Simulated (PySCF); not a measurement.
# Electron correlation in As²⁺ (arsenic, charge +2)

[Ar] 3d10 4s1 4p2, high-spin 4P determinant (an excited configuration). Calculation: PySCF 2.14, in def2-QZVPPD; the non-relativistic Hamiltonian (point nucleus). Frozen: [Ar] 3d10; 3 electrons correlated.

```
  level  correlation energy (mhartree)
   CCSD                         -13.03
    (T)                          -0.07
CCSD(T)                         -13.10
```

Diagnostics: T1 = 0.0019, D1 = 0.0043, largest double amplitude 0.035.

Cost of the coupled-cluster step: of the order of 4 core-seconds, for 3 correlated electrons.

Iterations:

```
CC2 = 0
CCSD nocc = (np.int64(3), np.int64(0)), nmo = (81, 81)
frozen orbitals [[0, 1, 2, 3, 4, 5, 6, 7, 8, 9, 10, 11, 12, 13], [0, 1, 2, 3, 4, 5, 6, 7, 8, 9, 10, 11, 12, 13]]
max_cycle = 100
direct = 0
conv_tol = 1e-08
conv_tol_normt = 1e-06
diis_space = 8
diis_start_cycle = 0
Init t2, MP2 energy = -0.00939679008045025
Init E_corr(UCCSD) = -0.00939679008133238
cycle = 1  E_corr(UCCSD) = -0.0118761774714614  dE = -0.00247938739  norm(t1,t2) = 0.0193505
cycle = 2  E_corr(UCCSD) = -0.0126361744290576  dE = -0.000759996958  norm(t1,t2) = 0.00684687
cycle = 3  E_corr(UCCSD) = -0.0130374660045896  dE = -0.000401291576  norm(t1,t2) = 0.00257856
cycle = 4  E_corr(UCCSD) = -0.0130313724890287  dE = 6.09351556e-06  norm(t1,t2) = 0.000202529
cycle = 5  E_corr(UCCSD) = -0.0130317616474888  dE = -3.8915846e-07  norm(t1,t2) = 1.98858e-05
cycle = 6  E_corr(UCCSD) = -0.0130317063018198  dE = 5.5345669e-08  norm(t1,t2) = 2.16181e-06
cycle = 7  E_corr(UCCSD) = -0.0130317286723528  dE = -2.2370533e-08  norm(t1,t2) = 1.99149e-07
cycle = 8  E_corr(UCCSD) = -0.0130317267708093  dE = 1.90154353e-09  norm(t1,t2) = 2.55326e-08
UCCSD converged
E(UCCSD) = -2233.024708381857  E_corr = -0.01303172677080928
UCCSD(T) correction = -6.83099049177469e-05
```
